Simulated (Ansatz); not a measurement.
C3H9FSi (SMILES C[C@H](F)C[SiH3]) moved off its minimum; all values from Ansatz (a first-principles code), cores frozen in correlated methods.
(charge 0, multiplicity 1)
```xyz
14

C      1.37664    -0.93212     0.76815
C      0.89849    -0.07913    -0.42522
F      1.94088     0.90559    -0.48511
C     -0.35746     0.78511    -0.12358
Si    -1.94358    -0.26306    -0.17750
H      0.62255    -1.84697     0.71831
H      1.25920    -0.42081     1.83511
H      2.25233    -1.33329     0.55766
H      0.97828    -0.56910    -1.44914
H     -0.27883     1.29888     0.86155
H     -0.54876     1.51071    -0.85804
H     -1.85734    -1.16241     1.13884
H     -3.09894     0.48333    -0.09706
H     -1.99529    -1.19737    -1.24105
```

Problem. Give the forces (eV/Å), the total energy and the dipole at CCSD(T)/aug-cc-pV(T+d)Z.

Solution. 
```
atom      Fx      Fy      Fz
----  ------  ------  ------
C1    -7.202   0.041   1.291
C2     1.243   1.996   0.904
F3     0.266   0.204  -0.545
C4    -0.388  -2.073   0.636
Si5    2.209  -1.659   3.072
H6     1.318   1.470   0.663
H7     0.414  -0.923  -2.516
H8     4.438  -1.495  -0.594
H9    -0.659   0.219   1.410
H10    0.149  -0.482  -0.602
H11    0.377   1.250  -1.260
H12   -0.288   0.766  -1.209
H13   -1.908   1.368  -0.011
H14    0.030  -0.682  -1.238
```
Energy -508.2821 hartree, dipole 1.34 D.
